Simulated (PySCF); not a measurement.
Match each property card to its molecule.

Structures:
1. `C=C([SiH2][SiH2]N)SC`
2. `CC(C)(CF)C(F)F`
3. `C#C[C@H]1C[SiH2]N[SiH2]1`
4. `CC#CCC#N`
5. `C=C(F)C1CCCC1`

Card P (geometry GFN2-xTB):
* Rotational constants A, B, C: 3.567, 0.597, 0.583 GHz
* Static isotropic polarisability (CAM-B3LYP/def2-SVPD): 121.8 au
* 13C chemical shifts (computed TMS as zero) by class (GIAO PBE0/pcSseg-1): 149.5 (1 C), 119.7 (1 C), 20.0 (1 C) ppm
* Strongest line among the 8 lowest singlet transitions (TDDFT CAM-B3LYP/def2-SVPD): S1 at 5.34 eV (232 nm, f = 0.093)
* Lowest singlet excitation (TDDFT CAM-B3LYP/def2-SVPD): 5.34 eV (232 nm, f = 0.093)
* Lowest triplet excitation (Tamm–Dancoff) (TDA CAM-B3LYP/def2-SVPD): 3.67 eV
* Point group: C1

Card Q (geometry GFN2-xTB):
- Rotational constants A, B, C: 2.459, 1.645, 1.439 GHz
- Static isotropic polarisability (PBE0/def2-SVPD): 63.2 au
- Lowest singlet excitation (TDDFT PBE0/def2-SVPD): 8.76 eV (141 nm, f = 0.042)
- Isotropic shieldings of nuclei other than C and H, by class (GIAO PBE0/pcSseg-1): 330 (2 F), 432 (1 F) ppm
- HOMO energy (PBE0/def2-SVPD): -9.22 eV
- Point group: C1
- Strongest line among the 8 lowest singlet transitions (TDDFT PBE0/def2-SVPD): S1 at 8.76 eV (141 nm, f = 0.042)

Card R (geometry GFN2-xTB):
* Rotational constants A, B, C: 3.284, 1.311, 0.989 GHz
* Static isotropic polarisability (PBE0/def2-SVPD): 101.2 au
* HOMO energy (PBE0/def2-SVPD): -7.29 eV
* 13C chemical shifts (computed TMS as zero) by class (GIAO PBE0/pcSseg-1): 91.3 (1 C), 73.7 (1 C), 18.1 (1 C), 13.5 (1 C) ppm
* Lowest singlet excitation (TDDFT PBE0/def2-SVPD): 6.05 eV (205 nm, f = 0.006)
* Strongest line among the 8 lowest singlet transitions (TDDFT PBE0/def2-SVPD): S8 at 6.86 eV (181 nm, f = 0.014)
* Isotropic shieldings of nuclei other than C and H, by class (GIAO PBE0/pcSseg-1): 258 (1 N), 367 (1 Si), 371 (1 Si) ppm

Card S (geometry GFN2-xTB):
- Rotational constants A, B, C: 4.122, 1.327, 1.275 GHz
- Static isotropic polarisability (PBE0/def2-SVPD): 81.7 au
- Isotropic shieldings of nuclei other than C and H, by class (GIAO PBE0/pcSseg-1): 286 (1 F) ppm
- 13C chemical shifts (computed TMS as zero) by class (GIAO PBE0/pcSseg-1): 179.3 (1 C), 94.9 (1 C), 48.7 (1 C), 33.0 (2 C), 30.0 (2 C) ppm
- Dipole moment (PBE0/def2-SVPD): 1.61 D

Card T (geometry GFN2-xTB):
- Rotational constants A, B, C: 11.970, 1.606, 1.441 GHz
- Static isotropic polarisability (PBE0/def2-SVPD): 61.4 au
- Lowest singlet excitation (TDDFT PBE0/def2-SVPD): 6.57 eV (189 nm, f = 0.000)
- Lowest triplet excitation (Tamm–Dancoff) (TDA PBE0/def2-SVPD): 5.43 eV
- Isotropic shieldings of nuclei other than C and H, by class (GIAO PBE0/pcSseg-1): -32 (1 N) ppm

All species are isolated and taken at one optimised geometry, non-relativistic unless stated; the electronic structure was computed with PySCF and density fitting. NMR classes are plain means over equivalent atoms (diastereotopic ones count apart unless rotation or inversion swaps them), as if these changed places fast.

Question: Which card belongs to which structure?

Answer: P = 1, Q = 2, R = 3, S = 5, T = 4. What ties each card to its structure:
- 1 (card P), C3H11NSSi2, monoisotopic mass 149.0 u, 7 heavy atoms: 3 C in 3 classes; the least shielded carbon (149.5 ppm) is a fully substituted alkene carbon; an asymmetric top with C = 0.583 GHz, the lowest such constant on the cards; polarisability 121.8 au for 80 electrons.
- 2 (card Q), C5H9F3, monoisotopic mass 126.1 u, 8 heavy atoms: an asymmetric top with C = 1.439 GHz; polarisability 63.2 au for 66 electrons.
- 3 (card R), C4H9NSi2, monoisotopic mass 127.0 u, 7 heavy atoms: 4 C in 4 classes; the least shielded carbon (91.3 ppm) is an alkyne carbon; an asymmetric top with C = 0.989 GHz; polarisability 101.2 au for 68 electrons.
- 4 (card T), C5H5N, monoisotopic mass 79.0 u, 6 heavy atoms: an asymmetric top with C = 1.441 GHz, the highest such constant on the cards; polarisability 61.4 au for 42 electrons.
- 5 (card S), C7H11F, monoisotopic mass 114.1 u, 8 heavy atoms: 7 C in 5 classes; the least shielded carbon (179.3 ppm) is a vinylic C–F carbon; an asymmetric top with C = 1.275 GHz; polarisability 81.7 au for 62 electrons; dipole 1.61 D.
